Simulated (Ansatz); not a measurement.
`[SiH3][N]([SiH3])[ZnH]` + dimethylamine → `C[N](C)[ZnH]` + `[SiH3]N[SiH3]` at 400 K and 1 bar (ligand exchange at a Zn–N bond).

Calculated with Ansatz (gas phase, PBE0-D4/def2-TZVP geometries, no zero-point term in ΔE). CCSD(T)/CBS adds triple-zeta CCSD(T) − MP2 to the extrapolated MP2 energy (def2 sets, frozen cores). This one scheme is used for every species. For Zn outer-core shells are correlated without core-valence functions, which leaves a few kJ/mol of doubt a bond. Scalar relativity is left out up to krypton.

```
                 species  CCSD(T)/CBS energy (Eh)  H − E (kJ/mol)  S (J/(mol·K))
`[SiH3][N]([SiH3])[ZnH]`              -2415.49005           201.4          410.7
                   `CNC`               -135.00321           264.6          293.2
          `C[N](C)[ZnH]`              -1913.37223           259.4          353.9
         `[SiH3]N[SiH3]`               -637.10515           203.4          366.7
```

H − E and S are ideal-gas, rigid-rotor, harmonic terms from PBE0-D4/def2-TZVP. 1 Eh = 2625.50 kJ/mol, R = 8.31446 J/(mol·K).

Question: By hand: ΔE, ΔH, ΔS and ΔG.

Answer: ΔE = (-1913.37223) + (-637.10515) − (-2415.49005) − (-135.00321) = 0.01588 Eh = 41.7 kJ/mol. Δ(H − E) = 259.4 + 203.4 − 201.4 − 264.6 = -3.2, so ΔH = 38.5 kJ/mol. ΔS = 353.9 + 366.7 − 410.7 − 293.2 = 16.7 J/(mol·K). ΔG = 38.5 − 400 × (16.7)/1000 = 31.8 kJ/mol.

Question: By hand: the equilibrium constant, and the temperature at which ΔG would vanish if ΔH and ΔS stayed fixed.

Answer: log₁₀ K = −ΔG/(RT ln 10) = -4.2. ΔG = 0 at ΔH/ΔS = 2305 K, though so small a ΔS makes that figure unsure.

ΔH outweighs TΔS. A doubt of 5 kJ/mol in ΔE shifts log₁₀ K by 0.7 here. Modes under 60 cm⁻¹, often nearly free rotors, make the harmonic entropy too high. These are equilibria of isolated gas molecules and say nothing of rates. Largest T1 diagnostic: 0.015 (customary marks: 0.02 for closed shells, 0.045 for open ones).
